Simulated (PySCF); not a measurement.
C₂H₇BO₂Si, SMILES OB(O)/C=C/[SiH3].

Geometry: PBE0-D3(BJ)/def2-SVP. The structure was generated by enumeration; whether it is a known compound was not checked. Other conformers were not sampled.

Calculation: PBE0-D3(BJ)/def2-SVP run with PySCF.

Frequencies are harmonic and unscaled.

Computed normal modes with their intensities:
```json
[
 {"mode": "1", "ν (cm⁻¹)": "8", "IR (km/mol)": "1.3", "Raman (Å⁴/amu)": "2.0", "depolarisation": "0.75", "moving atoms (share of kinetic energy)": "H 56 %, C 23 %, O 20 %"},
 {"mode": "2", "ν (cm⁻¹)": "122", "IR (km/mol)": "0.8", "Raman (Å⁴/amu)": "0.3", "depolarisation": "0.75", "moving atoms (share of kinetic energy)": "C 51 %, H 26 %, O 13 %, Si 9 %"},
 {"mode": "3", "ν (cm⁻¹)": "125", "IR (km/mol)": "2.3", "Raman (Å⁴/amu)": "0.1", "depolarisation": "0.74", "moving atoms (share of kinetic energy)": "O 35 %, C 33 %, H 19 %, Si 13 %"},
 {"mode": "4", "ν (cm⁻¹)": "129", "IR (km/mol)": "0.0", "Raman (Å⁴/amu)": "1.7", "depolarisation": "0.75", "moving atoms (share of kinetic energy)": "H 73 %, C 22 %"},
 {"mode": "5", "ν (cm⁻¹)": "250", "IR (km/mol)": "1.0", "Raman (Å⁴/amu)": "3.0", "depolarisation": "0.20", "moving atoms (share of kinetic energy)": "Si 32 %, O 31 %, H 18 %, C 15 %"},
 {"mode": "6", "ν (cm⁻¹)": "377", "IR (km/mol)": "14.9", "Raman (Å⁴/amu)": "0.6", "depolarisation": "0.66", "moving atoms (share of kinetic energy)": "O 49 %, C 20 %, H 17 %"},
 {"mode": "7", "ν (cm⁻¹)": "470", "IR (km/mol)": "122.5", "Raman (Å⁴/amu)": "0.3", "depolarisation": "0.74", "moving atoms (share of kinetic energy)": "H 81 %, B 14 %"},
 {"mode": "8", "ν (cm⁻¹)": "489", "IR (km/mol)": "31.7", "Raman (Å⁴/amu)": "2.2", "depolarisation": "0.24", "moving atoms (share of kinetic energy)": "O 37 %, H 25 %, C 18 %, B 14 %"},
 {"mode": "9", "ν (cm⁻¹)": "521", "IR (km/mol)": "14.1", "Raman (Å⁴/amu)": "4.6", "depolarisation": "0.75", "moving atoms (share of kinetic energy)": "H 74 %, B 14 %, O 10 %"},
 {"mode": "10", "ν (cm⁻¹)": "614", "IR (km/mol)": "22.3", "Raman (Å⁴/amu)": "8.9", "depolarisation": "0.75", "moving atoms (share of kinetic energy)": "H 84 %, O 8 %"},
 {"mode": "11", "ν (cm⁻¹)": "616", "IR (km/mol)": "11.0", "Raman (Å⁴/amu)": "5.8", "depolarisation": "0.52", "moving atoms (share of kinetic energy)": "H 68 %, C 14 %, Si 13 %"},
 {"mode": "12", "ν (cm⁻¹)": "683", "IR (km/mol)": "145.1", "Raman (Å⁴/amu)": "1.3", "depolarisation": "0.75", "moving atoms (share of kinetic energy)": "B 40 %, H 38 %, O 9 %, C 8 %"},
 {"mode": "13", "ν (cm⁻¹)": "783", "IR (km/mol)": "15.6", "Raman (Å⁴/amu)": "3.5", "depolarisation": "0.74", "moving atoms (share of kinetic energy)": "C 55 %, H 20 %, Si 14 %, O 10 %"},
 {"mode": "14", "ν (cm⁻¹)": "832", "IR (km/mol)": "30.6", "Raman (Å⁴/amu)": "4.2", "depolarisation": "0.34", "moving atoms (share of kinetic energy)": "C 42 %, H 34 %, O 19 %"},
 {"mode": "15", "ν (cm⁻¹)": "833", "IR (km/mol)": "10.1", "Raman (Å⁴/amu)": "2.5", "depolarisation": "0.58", "moving atoms (share of kinetic energy)": "C 43 %, H 39 %, B 11 %"},
 {"mode": "16", "ν (cm⁻¹)": "921", "IR (km/mol)": "328.4", "Raman (Å⁴/amu)": "16.7", "depolarisation": "0.70", "moving atoms (share of kinetic energy)": "H 88 %, Si 11 %"},
 {"mode": "17", "ν (cm⁻¹)": "933", "IR (km/mol)": "46.8", "Raman (Å⁴/amu)": "23.0", "depolarisation": "0.75", "moving atoms (share of kinetic energy)": "H 97 %"},
 {"mode": "18", "ν (cm⁻¹)": "950", "IR (km/mol)": "54.1", "Raman (Å⁴/amu)": "37.9", "depolarisation": "0.69", "moving atoms (share of kinetic energy)": "H 97 %"},
 {"mode": "19", "ν (cm⁻¹)": "998", "IR (km/mol)": "160.1", "Raman (Å⁴/amu)": "2.8", "depolarisation": "0.51", "moving atoms (share of kinetic energy)": "H 75 %, O 20 %"},
 {"mode": "20", "ν (cm⁻¹)": "1030", "IR (km/mol)": "117.3", "Raman (Å⁴/amu)": "2.2", "depolarisation": "0.49", "moving atoms (share of kinetic energy)": "H 67 %, O 31 %"},
 {"mode": "21", "ν (cm⁻¹)": "1049", "IR (km/mol)": "24.7", "Raman (Å⁴/amu)": "0.3", "depolarisation": "0.74", "moving atoms (share of kinetic energy)": "H 92 %, C 8 %"},
 {"mode": "22", "ν (cm⁻¹)": "1187", "IR (km/mol)": "16.0", "Raman (Å⁴/amu)": "0.2", "depolarisation": "0.20", "moving atoms (share of kinetic energy)": "H 84 %, C 13 %"},
 {"mode": "23", "ν (cm⁻¹)": "1285", "IR (km/mol)": "12.9", "Raman (Å⁴/amu)": "20.4", "depolarisation": "0.30", "moving atoms (share of kinetic energy)": "H 76 %, C 19 %"},
 {"mode": "24", "ν (cm⁻¹)": "1385", "IR (km/mol)": "350.0", "Raman (Å⁴/amu)": "2.6", "depolarisation": "0.66", "moving atoms (share of kinetic energy)": "B 60 %, O 15 %, H 13 %, C 12 %"},
 {"mode": "25", "ν (cm⁻¹)": "1482", "IR (km/mol)": "323.9", "Raman (Å⁴/amu)": "0.5", "depolarisation": "0.75", "moving atoms (share of kinetic energy)": "B 70 %, O 22 %"},
 {"mode": "26", "ν (cm⁻¹)": "1694", "IR (km/mol)": "37.1", "Raman (Å⁴/amu)": "69.5", "depolarisation": "0.28", "moving atoms (share of kinetic energy)": "C 91 %"},
 {"mode": "27", "ν (cm⁻¹)": "2221", "IR (km/mol)": "115.3", "Raman (Å⁴/amu)": "123.5", "depolarisation": "0.75", "moving atoms (share of kinetic energy)": "H 96 %"},
 {"mode": "28", "ν (cm⁻¹)": "2223", "IR (km/mol)": "93.9", "Raman (Å⁴/amu)": "280.0", "depolarisation": "0.05", "moving atoms (share of kinetic energy)": "H 98 %"},
 {"mode": "29", "ν (cm⁻¹)": "2241", "IR (km/mol)": "88.0", "Raman (Å⁴/amu)": "81.9", "depolarisation": "0.48", "moving atoms (share of kinetic energy)": "H 96 %"},
 {"mode": "30", "ν (cm⁻¹)": "3095", "IR (km/mol)": "25.1", "Raman (Å⁴/amu)": "104.7", "depolarisation": "0.31", "moving atoms (share of kinetic energy)": "H 92 %, C 8 %"},
 {"mode": "31", "ν (cm⁻¹)": "3154", "IR (km/mol)": "7.4", "Raman (Å⁴/amu)": "57.4", "depolarisation": "0.32", "moving atoms (share of kinetic energy)": "H 92 %, C 8 %"},
 {"mode": "32", "ν (cm⁻¹)": "3894", "IR (km/mol)": "101.6", "Raman (Å⁴/amu)": "167.8", "depolarisation": "0.29", "moving atoms (share of kinetic energy)": "H 94 %"},
 {"mode": "33", "ν (cm⁻¹)": "3920", "IR (km/mol)": "44.0", "Raman (Å⁴/amu)": "38.0", "depolarisation": "0.17", "moving atoms (share of kinetic energy)": "H 94 %"}
]
```
